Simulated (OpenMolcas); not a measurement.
**3s² 3p³ along the 15-electron sequence**

| Item | Value |
| --- | --- |
| Program | OpenMolcas 26.06 |
| Method | SS-RASPT2, IPEA 0.25 Eh, imaginary shift 0.1 Eh |
| Basis | ANO-RCC-VQZP |
| Scalar Hamiltonian | DKH2, point nucleus |
| Spin-orbit coupling | state interaction with AMFI integrals over the reference wave functions, term energies averaged over their components |

Active space for each ion: 5 electrons in 9 orbitals (RAS2 3s 3p; RAS3 3d, at most 2 electrons); closed shells correlated by CASPT2: 2s 2p.

Computed levels in cm-1 above ⁴S°_3/2:

```
                                Level      P     S+   Cl2+   Ar3+
                              ²D°_3/2  11440  15000  18370  21440
                              ²D°_5/2  11450  15020  18420  21550
                              ²P°_1/2  19150  25010  30450  35520
                              ²P°_3/2  19160  25030  30500  35630
weight of ⁴S° in the lowest level (%)    100    100    100    100
```

Measured, with the error of the calculation in %. Measured levels: P, S+ from NIST Handbook of Basic Atomic Spectroscopic Data; Cl2+ from Moore, Atomic Energy Levels, vol. I, NSRDS-NBS 35 (1971 reprint of NBS Circular 467, 1949); Ar3+ from Saloman, J. Phys. Chem. Ref. Data 39, 033101 (2010).

| Level | P | S+ | Cl2+ | Ar3+ |
| --- | --- | --- | --- | --- |
| ²D°_3/2 | 11361 (+0.7) | 14853 (+1.0) | 18053 (+1.8) | 21091 (+1.7) |
| ²D°_5/2 | 11377 (+0.6) | 14885 (+0.9) | 18120 (+1.7) | 21220 (+1.5) |
| ²P°_1/2 | 18723 (+2.3) | 24525 (+2.0) | 29812 (+2.1) | 34855 (+1.9) |
| ²P°_3/2 | 18748 (+2.2) | 24572 (+1.9) | 29907 (+2.0) | 35032 (+1.7) |

²D°_3/2 changes by a factor of 1.87 over the same range, with steps per unit of Z of +3560, +3370, +3070 cm-1.

The run also gave levels led by 3s² 3p² 3d, which use shells meant for correlation; these and all levels above them are left out. Computed and measured levels are paired by configuration, term and J; levels that our copy of the source lacks, or whose pairing is in doubt (as where it misses far off the trend of its configuration), stay unpaired and out of the deviations. Levels of configurations outside the active space are missing.

° marks odd parity.
